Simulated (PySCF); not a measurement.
## Charge on either side of a bond

Compound: C3H10Cl2Si3.
SMILES with atom numbers: `[CH2:1]=[C:2]([Cl:3])[CH2:4][SiH2:5][SiH2:6][SiH2:7][Cl:8]` (hydrogens: H9, H10 on C1; H11, H12 on C4; H13, H14 on Si5; H15, H16 on Si6; H17, H18 on Si7)

Structure used (GFN2-xTB), in Å, numbered top down from 1:
```
atom  x, y, z in Å
C1    -3.057   -0.848    0.400
C2    -1.747   -0.727    0.279
Cl3   -1.005   -1.041   -1.269
C4    -0.794   -0.300    1.324
Si5   -0.023    1.418    0.929
Si6    1.433    1.272   -0.880
Si7    2.547   -0.737   -1.224
Cl8    2.539   -1.828    0.501
H9    -3.535   -0.659    1.345
H10   -3.689   -1.141   -0.419
H11    0.011   -1.029    1.411
H12   -1.315   -0.268    2.280
H13   -1.159    2.334    0.749
H14    0.632    1.828    2.179
H15    0.761    1.632   -2.138
H16    2.447    2.333   -0.725
H17    3.969   -0.606   -1.554
H18    1.976   -1.627   -2.234
```

Atomic charges (e) from the PBE0/pcSseg-1 density (PySCF):

```json
{"atom": "C1", "Mulliken": "-0.0330", "IAO": "-0.3488", "Hirshfeld": "-0.1205", "ESP-fitted": "-0.4863"}
{"atom": "C2", "Mulliken": "-0.3235", "IAO": "+0.0209", "Hirshfeld": "+0.0290", "ESP-fitted": "+0.0783"}
{"atom": "Cl3", "Mulliken": "-0.0822", "IAO": "-0.0462", "Hirshfeld": "+0.0191", "ESP-fitted": "-0.1005"}
{"atom": "C4", "Mulliken": "-0.4018", "IAO": "-0.5287", "Hirshfeld": "-0.1636", "ESP-fitted": "-0.2239"}
{"atom": "Si5", "Mulliken": "+0.4042", "IAO": "+0.4792", "Hirshfeld": "+0.2472", "ESP-fitted": "+0.1885"}
{"atom": "Si6", "Mulliken": "-0.0980", "IAO": "+0.1158", "Hirshfeld": "+0.1272", "ESP-fitted": "+0.2063"}
{"atom": "Si7", "Mulliken": "+0.4412", "IAO": "+0.5306", "Hirshfeld": "+0.2484", "ESP-fitted": "+0.2355"}
{"atom": "Cl8", "Mulliken": "-0.3421", "IAO": "-0.3268", "Hirshfeld": "-0.1211", "ESP-fitted": "-0.2099"}
{"atom": "H9", "Mulliken": "+0.1170", "IAO": "+0.1617", "Hirshfeld": "+0.0552", "ESP-fitted": "+0.2086"}
{"atom": "H10", "Mulliken": "+0.1264", "IAO": "+0.1672", "Hirshfeld": "+0.0492", "ESP-fitted": "+0.2130"}
{"atom": "H11", "Mulliken": "+0.2002", "IAO": "+0.1698", "Hirshfeld": "+0.0271", "ESP-fitted": "+0.1056"}
{"atom": "H12", "Mulliken": "+0.1517", "IAO": "+0.1646", "Hirshfeld": "+0.0543", "ESP-fitted": "+0.1370"}
{"atom": "H13", "Mulliken": "-0.0321", "IAO": "-0.0936", "Hirshfeld": "-0.0728", "ESP-fitted": "-0.0448"}
{"atom": "H14", "Mulliken": "-0.0449", "IAO": "-0.0987", "Hirshfeld": "-0.0740", "ESP-fitted": "-0.0719"}
{"atom": "H15", "Mulliken": "+0.0049", "IAO": "-0.0734", "Hirshfeld": "-0.0755", "ESP-fitted": "-0.0739"}
{"atom": "H16", "Mulliken": "-0.0124", "IAO": "-0.0865", "Hirshfeld": "-0.0784", "ESP-fitted": "-0.0919"}
{"atom": "H17", "Mulliken": "-0.0390", "IAO": "-0.1046", "Hirshfeld": "-0.0736", "ESP-fitted": "-0.0497"}
{"atom": "H18", "Mulliken": "-0.0367", "IAO": "-0.1023", "Hirshfeld": "-0.0770", "ESP-fitted": "-0.0201"}
```

Problem. Cut each of the bonds C1–C2, C2–C4, C4–Si5, Si6–Si5 and Si7–Si6 in turn and sum the charges on the side of the atom named first.

Solution. In e; the other side holds the opposite charge:

```
bond cut    piece  atoms  Mulliken     IAO  Hirshfeld  ESP-fitted
   C1–C2      CH2      3    +0.210  -0.020     -0.016      -0.065
   C2–C4   C2H2Cl      5    -0.195  -0.045     +0.032      -0.087
  C4–Si5   C3H4Cl      8    -0.245  -0.240     -0.050      -0.068
 Si6–Si5  Si2ClH4      7    -0.082  -0.047     -0.050      -0.004
 Si7–Si6   SiClH2      4    +0.023  -0.003     -0.023      -0.044
```

Extremes among these pieces. Mulliken: lowest C3H4Cl at C4, highest CH2 at C1; IAO: lowest C3H4Cl at C4, highest SiClH2 at Si7; Hirshfeld: lowest C3H4Cl at C4 and Si2ClH4 at Si6, highest C2H2Cl at C2; ESP-fitted: lowest C2H2Cl at C2, highest Si2ClH4 at Si6.

Problem. Do the schemes agree better on the pieces than on the single atoms at the cuts?

Solution. The spread between schemes averages 0.169 e for the pieces and 0.364 e for the atoms named first; it is smaller for the piece at 5 of the 5 cuts. On average they agree better on the pieces. The sign differs between schemes (beyond ±0.03 e) for CH2 at C1 and C2H2Cl at C2.

One conformer (not necessarily the lowest) at the GFN2-xTB geometry, without solvent, vibrations or thermal averaging.
